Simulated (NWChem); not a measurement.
Molecule: C3H5NO; SMILES C1=NCCO1

```xyz
10

C      1.1508     0.0660     0.0000
N      0.5183     1.1605     0.0000
C     -0.8955     0.8038     0.0000
C     -0.9149    -0.7405     0.0000
O      0.4733    -1.0961     0.0000
H      2.2400    -0.0402     0.0000
H     -1.3916     1.2361     0.8842
H     -1.3916     1.2361    -0.8842
H     -1.3870    -1.1779    -0.8929
H     -1.3870    -1.1779     0.8929
```
Atoms are numbered in this order, from 1.

Coordinates come from a PBE0/def2-SVP optimisation.

### Question
Give the principal values of the shielding tensors (ppm) of C1, N2, C3, C4, O5 from PBE/pcSseg-1, GIAO (NWChem), with their diamagnetic and paramagnetic parts as GIAO splits them.

### Answer
```json
[
 {"atom": "C1", "σ11": "-62.9", "σ22": "62.8", "σ33": "71.7", "isotropic": "23.9", "diamagnetic": "254.1", "paramagnetic": "-230.2"},
 {"atom": "N2", "σ11": "-177.7", "σ22": "7.6", "σ33": "199.9", "isotropic": "9.9", "diamagnetic": "324.4", "paramagnetic": "-314.5"},
 {"atom": "C3", "σ11": "84.4", "σ22": "119.8", "σ33": "161.0", "isotropic": "121.7", "diamagnetic": "247.7", "paramagnetic": "-125.9"},
 {"atom": "C4", "σ11": "79.1", "σ22": "93.8", "σ33": "161.9", "isotropic": "111.6", "diamagnetic": "247.8", "paramagnetic": "-136.2"},
 {"atom": "O5", "σ11": "11.5", "σ22": "135.8", "σ33": "256.2", "isotropic": "134.5", "diamagnetic": "394.7", "paramagnetic": "-260.2"}
]
```
